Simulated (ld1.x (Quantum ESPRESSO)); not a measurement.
# Which change was made? (Nb, TM)

```
Element                 : Nb
Generator               : ld1.x (Quantum ESPRESSO) 7.5
Type                    : norm-conserving Troullier–Martins (Kleinman–Bylander form)
Functional              : PBEsol
Relativity              : fully relativistic
Frozen core             : [Kr]
Valence charge          : 5
Reference configuration : 4d4 5s1 5p0
Partial waves           : 5s (bound): rc 2.55 bohr; 5p (bound, empty): rc 3.35 bohr; 4d (bound): rc 2.10 bohr
Local potential         : all-electron potential smoothed inside 3.30 bohr (lloc = -2)
Core correction         : a·sin(br)/r model core inside 1.60 bohr
```

Open shells are filled in proportion to 2j + 1 (rel_dist='average').

Cutoffs, loose and tight: the cutoffs (Ry, on a coarse ladder) from which the occupation-weighted sum of valence levels, in a spherical-Bessel basis at the reference potential, stays within 10 and 1 mRy of its value at 400 Ry. They do not see the model core or the augmentation charge, which bear on the density cutoff. Test errors are all-electron minus pseudo excitation energies from the reference, over the configurations 4d4 5s0 5p0; 4d3 5s0 5p0; 4d2 5s0 5p0; 4d4 5s0 5p1; 4d4.5 5s0.5 5p0; 4d3 5s2 5p0; 4d3 5s1 5p0; variants that change the core or the reference have their own tests. The largest error is taken over the tests solved by every variant that gives reliable tests at all, those not shown here included: 4d2 5s0 5p0; 4d3 5s0 5p0; 4d3 5s1 5p0; 4d3 5s2 5p0; 4d4 5s0 5p0; 4d4.5 5s0.5 5p0.

The base gives: outcome: generated; cutoff, loose: 35 Ry; cutoff, tight: 40 Ry; bound ghosts: none; largest test error (meV): -623.

Question: After one change the result is: outcome: generated; cutoff, loose: 35 Ry; cutoff, tight: 40 Ry; bound ghosts: s, p3/2, p1/2; largest test error (meV): -456. Which change was it?
A. local potential all-electron potential smoothed inside 1.76 bohr (lloc = -2)
B. local potential all-electron potential smoothed inside 2.34 bohr (lloc = -2)
C. local potential all-electron potential smoothed inside 1.50 bohr (lloc = -2)

Answer: C. The others give: local potential all-electron potential smoothed inside 1.76 bohr (lloc = -2) → outcome: generated; cutoff, loose: 35 Ry; cutoff, tight: 40 Ry; bound ghosts: s; largest test error (meV): -461 | local potential all-electron potential smoothed inside 2.34 bohr (lloc = -2) → outcome: generated; cutoff, loose: 35 Ry; cutoff, tight: 40 Ry; bound ghosts: none; largest test error (meV): -497.
